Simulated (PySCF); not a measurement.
SCF from a fresh guess for doublet Hg₃S⁺, at the PBE minimum. PySCF input:

```python
from pyscf import gto, scf, dft
mol = gto.M(atom='''
S      0.000000     0.000000    -0.626840
Hg    -0.000000    -0.000000     2.111750
Hg     2.519910    -0.000000    -1.008220
Hg    -2.519910     0.000000    -1.008220''',
    basis={'S': 'def2-SVP', 'Hg': 'def2-SVP'},
    ecp={'Hg': 'def2-SVP'},
    charge=1, spin=1)
mf = dft.UKS(mol, xc='PBE')
mf.grids.atom_grid = (50, 194)
aux = {'S': 'def2-universal-JKFIT', 'Hg': 'def2-universal-JKFIT'}
mf = mf.density_fit(auxbasis=aux)
mf.conv_tol = 1e-08
mf.diis_space = 10
mf.max_cycle = 60
mf.init_guess = 'huckel'
mf.verbose = 4
mf.kernel()
```

Excerpt of the output (cycles alone):

```
init E= -858.073330986127
cycle= 1 E= -858.053647514896  delta_E= 0.0197  |g|= 0.541  |ddm|= 1.77
cycle= 2 E= -856.238703542758  delta_E= 1.81  |g|= 1.62  |ddm|= 3.13
cycle= 3 E= -858.23058479352  delta_E= -1.99  |g|= 0.0758  |ddm|= 2.51
cycle= 4 E= -858.231812661827  delta_E= -0.00123  |g|= 0.0668  |ddm|= 0.239
cycle= 5 E= -858.23388556165  delta_E= -0.00207  |g|= 0.0145  |ddm|= 0.124
cycle= 6 E= -858.23399079189  delta_E= -0.000105  |g|= 0.00656  |ddm|= 0.0329
cycle= 7 E= -858.234015894815  delta_E= -2.51e-05  |g|= 0.00171  |ddm|= 0.0143
cycle= 8 E= -858.234017423367  delta_E= -1.53e-06  |g|= 0.000746  |ddm|= 0.00398
cycle= 9 E= -858.234017777713  delta_E= -3.54e-07  |g|= 0.000152  |ddm|= 0.00157
cycle= 10 E= -858.23401779477  delta_E= -1.71e-08  |g|= 3.5e-05  |ddm|= 0.000351
cycle= 11 E= -858.234017795498  delta_E= -7.28e-10  |g|= 1.26e-05  |ddm|= 7.15e-05
Extra cycle  E= -858.234017795238  delta_E= 2.6e-10  |g|= 2.32e-05  |ddm|= 6.96e-05
converged SCF energy = -858.234017795238  <S^2> = 0.75266734  2S+1 = 2.0026656
```

No lower solution of this spin was found from smeared starts or by a stability analysis within the unrestricted form.

With an element this heavy the missing spin–orbit coupling can shift these numbers.

The search for the lowest solution, 2 starts and the stability check together, took 60 s on 4 threads of a shared Intel Xeon @ 2.50GHz (Skylake/Cascade Lake) host, with 114 basis functions; the process peaked at 0.51 GiB. Launch command: `OMP_NUM_THREADS=4 python axn.py task.json out`.
